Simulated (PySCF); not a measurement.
# Excited states of Zn²⁺ (zinc, charge +2)

Ground state [Ar] 3d10, ¹S. Computed with PySCF 2.14 in x2c-TZVPall with one added diffuse shell each of s, p, d type (7s6p5d1f, 57 functions), with scalar relativity by spin-free X2C-1e. Vertical excitation energies in eV without spin-orbit coupling; excited terms of each kind are numbered among those the solver found.

```json
{"term": "1 3D", "leading excitation": "3d → s", "TDA-PBE": "7.526", "TD-PBE": "7.506"}
{"term": "1 1D", "leading excitation": "3d → s", "TDA-PBE": "8.070", "TD-PBE": "8.062"}
{"term": "1 3P°", "leading excitation": "3d → p", "TDA-PBE": "14.732", "TD-PBE": "14.715"}
{"term": "1 3F°", "leading excitation": "3d → p", "TDA-PBE": "14.828", "TD-PBE": "14.819"}
{"term": "1 1F°", "leading excitation": "3d → p", "TDA-PBE": "15.090", "TD-PBE": "15.089"}
{"term": "1 3D°", "leading excitation": "3d → p", "TDA-PBE": "15.207", "TD-PBE": "15.207"}
{"term": "1 1D°", "leading excitation": "3d → p", "TDA-PBE": "15.207", "TD-PBE": "15.207"}
{"term": "1 1P°", "leading excitation": "3d → p", "TDA-PBE": "15.993", "TD-PBE": "15.932"}
{"term": "2 3D", "leading excitation": "3d → s", "TDA-PBE": "22.760", "TD-PBE": "22.758"}
{"term": "2 1D", "leading excitation": "3d → s", "TDA-PBE": "22.843", "TD-PBE": "22.842"}
```

Where a singlet and its triplet coincide, the exchange integral that splits them vanishes by symmetry for a single excitation; correlation beyond this level separates them.

Oscillator strength of the first ¹S → ¹P° line: TDA-PBE 0.554, TD-PBE 0.511.

The solver can miss terms. Rydberg members are limited by the diffuse functions of the basis.
